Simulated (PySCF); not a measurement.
Compound: C₂H₉FO₂Si₂.
Structure used (GFN2-xTB), in Å, numbered top down from 1:
```xyz
16
C2H9FO2Si2 angstrom
F     -3.6977   -0.1887   -0.9154
Si    -3.0270    0.3519    0.4466
O     -1.4348    0.1620    0.3629
C     -0.6385   -0.9701    0.1989
O      0.6888   -0.6771    0.3998
C      1.2515    0.1836   -0.5885
Si     3.0507    0.4691   -0.0361
H     -3.6650   -0.4560    1.4723
H     -3.1463    1.7905    0.4713
H     -0.8084   -1.3737   -0.8164
H     -0.9020   -1.7313    0.9431
H      1.1766   -0.2958   -1.5737
H      0.6803    1.1161   -0.6374
H      3.7479   -0.8161   -0.0297
H      3.6726    1.3770   -1.0058
H      3.0437    1.0676    1.2966
```

Level of theory: TDDFT CAM-B3LYP/def2-SVPD, vertical, gas phase, core orbitals frozen in the response in PySCF 2.14.0, density-fitted response routines.

Ground-to-excited transition dipoles (e·a0, same axes as the geometry; the sign carries no meaning), for the states with f of 0.002 or more among the lowest 7:

| state | E (eV) | μx | μy | μz |
| --- | --- | --- | --- | --- |
| S1 | 7.839 | 0.092 | 0.075 | 0.228 |
| S2 | 8.049 | 0.089 | 0.205 | -0.139 |
| S3 | 8.209 | -0.408 | 0.076 | 0.007 |
| S4 | 8.335 | -0.214 | -0.142 | -0.228 |
| S5 | 8.419 | -0.055 | 0.225 | 0.073 |
| S6 | 8.500 | 0.059 | -0.284 | -0.187 |
| S7 | 8.609 | 0.194 | 0.197 | -0.227 |

**Question.** What oscillator strength does each state have?

**Answer.** f = (2/3) ΔE |μ|² with ΔE in hartree (27.2114 eV).

```tsv
state	|μ|² (au)	|μ| (D)	f
S1	0.066	0.65	0.013
S2	0.069	0.67	0.014
S3	0.172	1.06	0.035
S4	0.118	0.87	0.024
S5	0.059	0.62	0.012
S6	0.119	0.88	0.025
S7	0.128	0.91	0.027
```

**Question.** Which bond between heavy atoms lies closest to the direction of the S3 transition dipole?

**Answer.** Si2–O3, at 4° from it; next C4–O5 at 25°.

**Question.** What angle do the transition dipoles of S3 and S7 make?

**Answer.** |cos θ| = |μa·μb| / (|μa| |μb|) = 0.44, so θ ≈ 64° (taken between 0 and 90°, since the signs are arbitrary).

**Question.** What peak molar absorption coefficient would the strongest computed level give as a lone Gaussian band 0.5 eV wide at half height?

**Answer.** ε(max) = 2.175×10⁸ f / FWHM, with the width in cm⁻¹. S3: 2.175×10⁸ × 0.0347 / 4033 ≈ 1900 L mol⁻¹ cm⁻¹.

Hardware: one thread of an Arm Neoverse N1, no GPU, on a shared host. Cost: 1.9 min, 1.0 GiB resident at most.

One conformer stands for the species.

Without π bonds the low states may be Rydberg-like; a valence basis with one diffuse set may place them up to an eV too high.
